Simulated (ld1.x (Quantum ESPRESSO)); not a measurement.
Results of a calculation; reference values are marked as such.
Potentials for niobium (Nb) compared

Generated with ld1.x 7.5 (TM, RRKJ, ultrasoft, PAW), atompaw 4.2 or ONCVPSP 4.0.1. The cutoff is in Ry: for ld1.x and atompaw files where the sum of valence levels is converged to 10 mRy in a Bessel basis, for ONCV files where the hardest occupied wave has 1 mHa per electron of residual kinetic energy. The error is the largest all-electron minus pseudo excitation energy over each file’s own four to seven test configurations (ionisations up to +4, promotions, holes and added fractions of an electron), all of which were solved. The labels leave out finer settings (local radius, basis sizes, second energies), which also bear on the numbers. Spin-polarised tests are not counted. The rows are a selection from randomly drawn settings: files with unsolved tests, undetermined cutoffs or missed reference levels are left out.

```csv
potential,cutoff (Ry),largest error (meV),bound ghosts
"TM, PBE, scalar-relativistic, rc 2.60/2.70/2.35 (spd), local s, core correction no, reference 4d3 5s0 5p0",30,+202,none
"PAW, PBE, scalar-relativistic, rc 1.65/2.05/2.50 (spd), local smoothed, core correction yes, reference 4s2 4p6 4d4 5s0.75 5p0",21,-24,none
"TM semilocal, PBEsol, scalar-relativistic, rc 1.80/1.75/2.55 (spd), local d, core correction no, reference 4s2 4p6 4d2 5s0 5p0",45,+1789,none
"TM, PBE, scalar-relativistic, rc 3.25/4.15/2.40 (spd), local smoothed, core correction no, reference 4d4 5s0.75 5p0",30,+219,none
```

(1) Fill in the row for Nb: TM, LDA (PZ), scalar-relativistic, rc 1.05/2.15/1.75 (spd), local s, core correction no, reference 4s2 4p6 4d3 5s0 5p0.

(2) Fill in the row for Nb: TM, LDA (PZ), scalar-relativistic, rc 2.20/1.40/1.50 (spd), local s, core correction yes, reference 4p6 4d3 5s0 5p0.

Answers

(1) cutoff 90 Ry, largest error +209 meV, bound ghosts: none.

(2) cutoff 55 Ry, largest error -321 meV, bound ghosts: none.
